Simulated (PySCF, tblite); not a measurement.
Isomers of C6H6ClOP, one GFN2-xTB conformer each. Single-point energies are computed at PBE0/pcSseg-1 (PySCF, gas phase, no added dispersion term), electronic only.

**Question.** Rank them by PBE0/pcSseg-1 energy, lowest first (kJ/mol).
A. `[CH3:1][O:2][c:3]1[cH:4][c:5]([Cl:6])[cH:7][cH:8][p:9]1` with C1–O2–C3–C4 180°
B. `[Cl:1][c:2]1[p:3][cH:4][o:5][c:6]1[CH:7]1[CH2:8][CH2:9]1` with O5–C6–C7–C8 35°

**Answer.** A (0.0), B (77.9).

As drawn, the higher has a three-membered ring, which the lower lacks. GFN2-xTB itself gives, in the same order: 0.0, 27.3. Both levels put the same isomer lowest.

**Question.** Which frontier levels, dipoles and rotational constants go with these structures?

**Answer.** 
| SMILES | HOMO (eV, PBE0/pcSseg-1) | LUMO (eV) | dipole (D) | A, B, C (MHz) |
| --- | --- | --- | --- | --- |
| COc1cc(Cl)ccp1 | -6.80 | -1.58 | 1.49 | 2326, 751.9, 570.3 |
| Clc1pcoc1C1CC1 | -6.64 | -1.07 | 2.38 | 1702, 1011, 667.1 |

**Question.** What happens when harmonic zero-point energies from GFN2-xTB frequencies are added?

**Answer.** 
```
        SMILES  ZPE (kJ/mol)  electronic (kJ/mol)  with ZPE (kJ/mol)
COc1cc(Cl)ccp1         271.6                  0.0                0.0
Clc1pcoc1C1CC1         276.0                 77.9               82.4
```

The zero-point energies span 4.4 kJ/mol. The order is unchanged.
